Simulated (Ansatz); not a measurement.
```yaml
crystal:
  periodic: [false, false, false]
  atoms:
    - {symbol: F, position_ang: [-2.725680, 0.843718, 0.388992]}
    - {symbol: C, position_ang: [-1.476586, 1.384102, 0.113609]}
    - {symbol: Si, position_ang: [-0.264487, 0.053002, -0.505875]}
    - {symbol: Al, position_ang: [2.101943, -0.302626, -0.822718]}
    - {symbol: Si, position_ang: [0.803055, -1.611912, 0.720856]}
    - {symbol: H, position_ang: [-1.601018, 2.164452, -0.644827]}
    - {symbol: H, position_ang: [-1.095613, 1.851684, 1.026684]}
    - {symbol: H, position_ang: [-0.786849, -0.586813, -1.755913]}
    - {symbol: H, position_ang: [3.483815, 0.065480, -1.506773]}
    - {symbol: H, position_ang: [0.360613, -2.998089, 1.036829]}
    - {symbol: H, position_ang: [1.266108, -0.919998, 1.969838]}
basis:
  gaussian: {orbitals: aug-cc-pVTZ}
hamiltonian: {xc: {name: TPSS}, pseudopotentials: {relativity: none}}
```

```sh
$ ansatz run in.yaml --threads 4 --pin off --events-out ev --progress --plain --max-ram 10444MiB
```

Output, abridged:

```
Error: YAML parse error: error: line 17 column 19: hamiltonian.xc: no functional is named "TPSS"; the names, which are not case-sensitive, are SVWN5, SPW92, PBE, PBE0, PBEsol, revPBE, revPBE0, RPBE, rPW86-PBE, HSE06, wPBEh, LC-wPBE, HISS, HF, BLYP, B3LYP, B3LYP5, BHLYP, CAM-B3LYP, r2SCAN, r2SCANh, r2SCAN0, r2SCAN50, m-r2SCAN, B97, wB97, wB97X, wB97X-V, B97M-V, wB97M-V, B2PLYP, B2GP-PLYP, PBE0-DH, PBE-QIDH
15 | basis:
16 |   gaussian: {orbitals: aug-cc-pVTZ}
17 | hamiltonian: {xc: {name: TPSS}, pseudopotentials: {relativity: none}}
```

**Question.** What is wrong with this run?

**Answer.** The method's name isn't one that the program takes here. The input was rejected before any iteration.

HSE06 is defined as in plane-wave codes.
